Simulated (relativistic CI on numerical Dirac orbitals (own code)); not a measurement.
**Nb+: M2,3 absorption edge**

Computed with this model: Dirac-Coulomb-Breit CI, orbitals from a KLI potential per configuration, QED by a radiative potential, valence Slater integrals scaled by 0.9, multiplet model of core-to-valence dipole absorption; configurations [Kr] 4d4 → [Ne] 3s2 3p5 3d10 4s2 4p6 4d5; 300 K; Lorentzian 2 eV and Gaussian 0.4 eV FWHM. Energies are those of the free ion, without screening or charge transfer. The branching ratio is the share of the lower-energy edge in the whole absorption, uncertain by about 0.02 where the edges overlap. S is read from ⟨S²⟩ = S(S + 1).

Field parameters in Wybourne normalisation: D3d B²₀ = −7Dσ, B⁴₀ = −14Dq − 21Dτ, B⁴₃ = −14√(10/7) Dq; D4h B²₀ = −7Ds, B⁴₀ = 21(Dq − Dt), B⁴₄ = 21√(5/14) Dq. The field is a parameter set, without covalency.

Case D3d, 10Dq = 27100, Dσ = -480, Dτ = 220 cm⁻¹, the dichroism is that of the ground state at zero temperature, magnetised by exchange field 10 meV on Sz. The dichroism I(Δm = −1) − I(Δm = +1), over the sum of the three polarisations, integrates to -0.0183 on the lower edge and -0.0007 on the upper edge. The branching ratio is 0.739.

(1) Use the orbital sum rule with 6 holes to get ⟨Lz⟩.

Answers

(1) For a p → d edge ⟨Lz⟩ = 2 × n_h × (sum of both integrals) in this sign convention = -0.23; the ground state itself has ⟨Lz⟩ = -0.22 and ⟨Sz⟩ = -0.21. The rule assumes one radial integral for both edges, which relativistic orbitals only approach.
